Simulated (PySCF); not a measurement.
# Correlation energy of C⁺ (carbon, charge +1)

[He] 2s2 2p1, 2P determinant. Calculation: PySCF 2.14, in cc-pVTZ (4s3p2d1f, 30 functions); the non-relativistic Hamiltonian (point nucleus). Frozen: 1s2; 3 electrons correlated.

MP2 pair energies summed by pair of shells (mhartree):

| pair | energy | share (%) |
| --- | --- | --- |
| 2s-2s | -29.02 | 57.2 |
| 2s-2p | -21.68 | 42.8 |

Total MP2 correlation energy: -50.70 mhartree.

Same-spin part -3.45 and opposite-spin part -47.25 mhartree; SCS-MP2 scales them by 1/3 and 6/5 to -57.85 mhartree.

```tsv
level	correlation energy (mhartree)
CCSD	-74.52
(T)	-1.15
CCSD(T)	-75.67
```

Diagnostics: T1 = 0.0094, D1 = 0.0179, largest double amplitude 0.132.

Cost of the coupled-cluster step: 0.4 s of wall time on 1 thread of Neoverse-N1 (shared host), for 3 correlated electrons.

Iterations:

```
CC2 = 0
CCSD nocc = (np.int64(2), np.int64(1)), nmo = (29, 29)
frozen orbitals [[0], [0]]
max_cycle = 100
direct = 0
conv_tol = 1e-08
conv_tol_normt = 1e-06
diis_space = 8
diis_start_cycle = 0
Init t2, MP2 energy = -0.0506958522154709
Init E_corr(UCCSD) = -0.050695852252511
cycle = 1  E_corr(UCCSD) = -0.0642441938524507  dE = -0.0135483416  norm(t1,t2) = 0.054437
cycle = 2  E_corr(UCCSD) = -0.0695480696522797  dE = -0.0053038758  norm(t1,t2) = 0.026842
cycle = 3  E_corr(UCCSD) = -0.0745664693556706  dE = -0.0050183997  norm(t1,t2) = 0.0140093
cycle = 4  E_corr(UCCSD) = -0.0744909994651855  dE = 7.54698905e-05  norm(t1,t2) = 0.00121468
cycle = 5  E_corr(UCCSD) = -0.0745337452763796  dE = -4.27458112e-05  norm(t1,t2) = 0.000192521
cycle = 6  E_corr(UCCSD) = -0.0745160455379045  dE = 1.76997385e-05  norm(t1,t2) = 4.43755e-05
cycle = 7  E_corr(UCCSD) = -0.0745212820903056  dE = -5.2365524e-06  norm(t1,t2) = 1.41828e-05
cycle = 8  E_corr(UCCSD) = -0.0745209067425335  dE = 3.75347772e-07  norm(t1,t2) = 1.8805e-06
cycle = 9  E_corr(UCCSD) = -0.0745208206288617  dE = 8.61136717e-08  norm(t1,t2) = 3.86825e-07
cycle = 10  E_corr(UCCSD) = -0.0745208469749501  dE = -2.63460884e-08  norm(t1,t2) = 8.51887e-08
cycle = 11  E_corr(UCCSD) = -0.0745208452320251  dE = 1.74292496e-09  norm(t1,t2) = 3.08212e-08
UCCSD converged
E(UCCSD) = -37.36926726810315  E_corr = -0.07452084523202514
UCCSD(T) correction = -0.00114781882345501
```
